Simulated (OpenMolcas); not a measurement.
# Computed transition rates of neutral titanium

```json
{
  "Program": "OpenMolcas",
  "Method": "CASSCF",
  "Basis": "ANO-RCC-VQZP [7s6p4d3f2g1h]",
  "Scalar Hamiltonian": "DKH2, point nucleus",
  "Active space": "4 electrons in 11 orbitals (3d 4s 4d)",
  "State averaging": "2S+1 = 3 even, 48 roots; 2S+1 = 5 even, 10 roots kept (CI in the orbitals of an earlier block); 2S+1 = 1 even, 42 roots kept (CI in the orbitals of an earlier block, 23 in the spin-orbit step)",
  "Spin-orbit coupling": "state interaction with AMFI integrals over the reference wave functions, term energies averaged over their components"
}
```

Rates come from the transition moments of the reference wave functions (E1 and E2 in the length form). At fixed line strength A goes as λ^-3 for E1 and M1 and as λ^-5 for E2, so a rate at the computed wavelength can be rescaled to the measured one. Measured vacuum wavelengths follow from level energies in NIST Handbook of Basic Atomic Spectroscopic Data. Branching counts decays inside the model space alone, at computed energies, and the table is only a selection of the E2 and M1 lines, drawn from those between levels with measured partners whose computed energy lies within a factor of 1.5 of the measured one.

```json
{"Upper": "3d³ 4s ⁵F₃", "Lower": "3d³ 4s ⁵F₂", "Type": "M1", "λ computed (nm)": "142800", "λ measured (nm)": "160700", "A computed (s-1)": "2.39e-05", "A rescaled (s-1)": "1.68e-05", "Branching %": "98.7"}
{"Upper": "3d³ 4s ⁵F₄", "Lower": "3d³ 4s ⁵F₃", "Type": "M1", "λ computed (nm)": "107700", "λ measured (nm)": "122300", "A computed (s-1)": "4.52e-05", "A rescaled (s-1)": "3.09e-05", "Branching %": "99.6"}
{"Upper": "3d³ 4s ⁵F₅", "Lower": "3d³ 4s ⁵F₄", "Type": "M1", "λ computed (nm)": "86840", "λ measured (nm)": "99790", "A computed (s-1)": "4.96e-05", "A rescaled (s-1)": "3.27e-05", "Branching %": "99.0"}
{"Upper": "3d² 4s² ³F₃", "Lower": "3d² 4s² ³F₂", "Type": "M1", "λ computed (nm)": "52870", "λ measured (nm)": "58780", "A computed (s-1)": "1.75e-04", "A rescaled (s-1)": "1.27e-04", "Branching %": "100.0"}
{"Upper": "3d² 4s² ³F₄", "Lower": "3d² 4s² ³F₃", "Type": "M1", "λ computed (nm)": "40550", "λ measured (nm)": "46140", "A computed (s-1)": "3.05e-04", "A rescaled (s-1)": "2.07e-04", "Branching %": "100.0"}
{"Upper": "3d² 4s² ¹D₂", "Lower": "3d² 4s² ³F₃", "Type": "M1", "λ computed (nm)": "1083", "λ measured (nm)": "1411", "A computed (s-1)": "9.31e-03", "A rescaled (s-1)": "", "Branching %": "63.6"}
{"Upper": "3d² 4s² ¹D₂", "Lower": "3d² 4s² ³F₂", "Type": "M1", "λ computed (nm)": "1061", "λ measured (nm)": "1378", "A computed (s-1)": "5.03e-03", "A rescaled (s-1)": "", "Branching %": "34.3"}
{"Upper": "3d² 4s² ³P₂", "Lower": "3d² 4s² ³F₄", "Type": "E2", "λ computed (nm)": "1053", "λ measured (nm)": "1217", "A computed (s-1)": "1.28e-03", "A rescaled (s-1)": "6.21e-04", "Branching %": "30.2"}
{"Upper": "3d² 4s² ³P₁", "Lower": "3d² 4s² ³F₃", "Type": "E2", "λ computed (nm)": "1044", "λ measured (nm)": "1202", "A computed (s-1)": "1.39e-03", "A rescaled (s-1)": "6.87e-04", "Branching %": "57.5"}
{"Upper": "3d² 4s² ³P₀", "Lower": "3d² 4s² ³F₂", "Type": "E2", "λ computed (nm)": "1030", "λ measured (nm)": "1185", "A computed (s-1)": "2.47e-03", "A rescaled (s-1)": "1.23e-03", "Branching %": "99.9"}
{"Upper": "3d² 4s² ³P₂", "Lower": "3d² 4s² ³F₃", "Type": "M1", "λ computed (nm)": "1027", "λ measured (nm)": "1186", "A computed (s-1)": "1.21e-03", "A rescaled (s-1)": "", "Branching %": "28.4"}
{"Upper": "3d² 4s² ³P₂", "Lower": "3d² 4s² ³F₃", "Type": "E2", "λ computed (nm)": "1027", "λ measured (nm)": "1186", "A computed (s-1)": "6.12e-04", "A rescaled (s-1)": "2.98e-04", "Branching %": "14.4"}
{"Upper": "3d² 4s² ³P₁", "Lower": "3d² 4s² ³F₂", "Type": "E2", "λ computed (nm)": "1024", "λ measured (nm)": "1178", "A computed (s-1)": "9.13e-04", "A rescaled (s-1)": "4.53e-04", "Branching %": "37.7"}
{"Upper": "3d² 4s² ³P₂", "Lower": "3d² 4s² ³F₂", "Type": "M1", "λ computed (nm)": "1007", "λ measured (nm)": "1162", "A computed (s-1)": "5.53e-04", "A rescaled (s-1)": "", "Branching %": "13.0"}
{"Upper": "3d³ 4s ³F₃", "Lower": "3d² 4s² ³F₄", "Type": "E2", "λ computed (nm)": "927", "λ measured (nm)": "888.7", "A computed (s-1)": "8.15e-02", "A rescaled (s-1)": "1.01e-01", "Branching %": "19.3"}
{"Upper": "3d³ 4s ³F₂", "Lower": "3d² 4s² ³F₃", "Type": "E2", "λ computed (nm)": "915.7", "λ measured (nm)": "880.2", "A computed (s-1)": "1.18e-01", "A rescaled (s-1)": "1.44e-01", "Branching %": "27.8"}
{"Upper": "3d³ 4s ³F₄", "Lower": "3d² 4s² ³F₄", "Type": "E2", "λ computed (nm)": "914.1", "λ measured (nm)": "878", "A computed (s-1)": "3.26e-01", "A rescaled (s-1)": "3.99e-01", "Branching %": "78.6"}
{"Upper": "3d³ 4s ³F₃", "Lower": "3d² 4s² ³F₃", "Type": "E2", "λ computed (nm)": "906.3", "λ measured (nm)": "871.9", "A computed (s-1)": "2.35e-01", "A rescaled (s-1)": "2.85e-01", "Branching %": "55.8"}
{"Upper": "3d³ 4s ³F₂", "Lower": "3d² 4s² ³F₂", "Type": "E2", "λ computed (nm)": "900.1", "λ measured (nm)": "867.2", "A computed (s-1)": "3.01e-01", "A rescaled (s-1)": "3.63e-01", "Branching %": "70.7"}
{"Upper": "3d³ 4s ³F₄", "Lower": "3d² 4s² ³F₃", "Type": "E2", "λ computed (nm)": "894", "λ measured (nm)": "861.6", "A computed (s-1)": "8.27e-02", "A rescaled (s-1)": "9.95e-02", "Branching %": "20.0"}
{"Upper": "3d³ 4s ³F₃", "Lower": "3d² 4s² ³F₂", "Type": "E2", "λ computed (nm)": "891", "λ measured (nm)": "859.1", "A computed (s-1)": "1.03e-01", "A rescaled (s-1)": "1.24e-01", "Branching %": "24.5"}
{"Upper": "3d² 4s² ¹G₄ [62 %]", "Lower": "3d² 4s² ³F₄", "Type": "E2", "λ computed (nm)": "740.1", "λ measured (nm)": "852.4", "A computed (s-1)": "3.61e-02", "A rescaled (s-1)": "", "Branching %": "21.2"}
{"Upper": "3d² 4s² ¹G₄ [62 %]", "Lower": "3d² 4s² ³F₃", "Type": "E2", "λ computed (nm)": "726.8", "λ measured (nm)": "836.9", "A computed (s-1)": "9.83e-02", "A rescaled (s-1)": "", "Branching %": "57.8"}
{"Upper": "3d² 4s² ¹G₄ [62 %]", "Lower": "3d² 4s² ³F₂", "Type": "E2", "λ computed (nm)": "717", "λ measured (nm)": "825.2", "A computed (s-1)": "2.77e-02", "A rescaled (s-1)": "", "Branching %": "16.3"}
```

Spin-changing lines and M1 lines between different terms are not rescaled, since their strength hangs on the term gaps too.

The largest correction is for 3d² 4s² ³P₂ → 3d² 4s² ³F₄ (E2): 1.28e-03 × (1053 / 1217)^5 = 6.21e-04 s-1, a factor of 0.48.

No measured rate stands beside these. Rescaling mends the energy factor alone: line strengths can still be far off where a level mixes with configurations outside the active space, and weak or spin-changing lines hang on small mixing coefficients that depend on the term gaps too, so rescaling need not improve them.

Some high roots are left out of the spin-orbit mixing, which shifts the levels that they would mix with. Without dynamic correlation excited terms often stand tens of per cent too high (terms of higher spin than the ground term too low), and those without a measured partner can miss by more than the paired ones. Some levels mix across a computed gap that differs much from the measured one, so their mixing is not that of the real levels. Terms from blocks run as CI alone lack orbitals of their own. Active for correlation alone: 4d; no level in the range computed is led by a configuration that fills it, so any true level of that kind is missing. Computed and measured levels are paired by configuration, term and J; levels that our copy of the source lacks, or whose pairing is in doubt (as where it misses far off the trend of its configuration), stay unpaired. Levels of configurations outside the active space are missing.

A share in square brackets marks a mixed level and gives the weight of the term that names it.
